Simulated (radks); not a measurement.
The numbers below are computed, except where a source is named.
Q: Be III, 2 electrons, occupied as 1s1 2s1 (not the ground configuration). Code: a radial shooting solver on a logarithmic mesh with Libxc functionals. Model: non-relativistic Kohn-Sham, PBE, spin-polarised, spherical densities, point nucleus; open shells are filled with parallel spins first. Some entries of the table are withheld. Estimate them.

| orbital | occ. | eigenvalue (Ry) | <r^2> (bohr^2) |
|---|---|---|---|
| 1s up | 1 | -12.77551 | (1) |
| 2s up | 1 | -2.23647 | 3.538 |
| 2p up | 0 | (2) | (3) |

A: 
(1) 1s up <r^2> (bohr^2): 0.1943
(2) 2p up eigenvalue (Ry): -1.97799
(3) 2p up <r^2> (bohr^2): 3.019
